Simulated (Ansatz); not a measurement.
FH₂O₃Ta, SMILES `[O]=[Ta]([OH])([OH])[F]`, 7 atoms. The species carries charge 0 and has multiplicity 1. Correlated methods include outer-core shells of Ta, which these sets cover unevenly. Ta takes the def2 core potential. All runs use 4 threads of an AMD EPYC on a shared host. Correlated methods freeze the cores.

Question: How many basis functions does each run have, and how long does it take in Ansatz? RKS B97M-V/def2-TZVPP energy; RHF-MP2/def2-QZVPP energy; RKS PBE0-D4/def2-TZVP relaxation (6 steps); RHF-CCSD(T)/def2-SVP energy; RKS ωB97X-V/def2-TZVPP energy; RKS SPW92 (LDA)/def2-TZVPP energy; direct RPA on PBE orbitals/def2-TZVPP energy; RKS ωB97M-V/def2-QZVPP energy; RKS PBE0-D4/def2-TZVP frequencies; RKS ωB97M-V/def2-TZVPP energy and forces; RKS ωB97M-V/def2-SVP energy; RHF-CCSD(T)/def2-TZVPP energy. (An estimate is asked.)

Answer: The calculation gave: Other jobs shared the machine, so times are rough.

```tsv
level	job	functions	wall time	peak host memory (GiB)
RKS SPW92 (LDA)/def2-TZVPP	energy	208	6.5 s	0.23
RKS ωB97M-V/def2-SVP	energy	98	7 s	0.32
direct RPA on PBE orbitals/def2-TZVPP	energy	208	9.5 s	0.5
RKS B97M-V/def2-TZVPP	energy	208	16 s	0.34
RKS ωB97M-V/def2-QZVPP	energy	369	21 s	1.2
RKS ωB97X-V/def2-TZVPP	energy	208	21 s	0.6
RKS ωB97M-V/def2-TZVPP	energy and forces	208	26 s	0.62
RHF-MP2/def2-QZVPP	energy	369	29 s	1.5
RHF-CCSD(T)/def2-SVP	energy	98	38 s	0.51
RKS PBE0-D4/def2-TZVP	relaxation (6 steps)	176	78 s	0.41
RKS PBE0-D4/def2-TZVP	frequencies	176	2.6 min	0.4
RHF-CCSD(T)/def2-TZVPP	energy	208	5.5 min	3.5
```
